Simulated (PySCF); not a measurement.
Computed IR spectrum (relative IR intensity) of a molecule CH₅FO₂Si₂. Coordinates come from a PBE-D3(BJ)/def2-SVP optimisation. One conformer was computed; it need not be the lowest. All values below come from PBE-D3(BJ)/def2-SVP run with PySCF. Frequencies are harmonic and unscaled.

Lines under 2 % of the strongest are left out, and lines within 2 cm⁻¹ are merged.

ν (cm⁻¹): 184 (w), 211 (w), 248 (m), 289 (m), 416 (w), 442 (w), 444 (vw), 638 (w), 661 (m), 711 (m), 715 (m), 750 (vs), 802 (m), 872 (s), 912 (m), 940 (s), 995 (m), 1203 (vw), 2142 (s), 2150 (s), 2958 (w), 3015 (w), 3757 (m) (against the strongest line: vs over 80 %, s over 45 %, m over 15 %, w over 4 %, vw less)

Question: Which structure fits?
(A) O[Si@H]1C[Si@@H](F)O1
(B) O=C[SiH2][Si@@H](O)F
(C) O=C(O[SiH3])[SiH2]F
(D) O[Si@]1(F)CO[SiH2]1

Answer: D, O[Si@]1(F)CO[SiH2]1
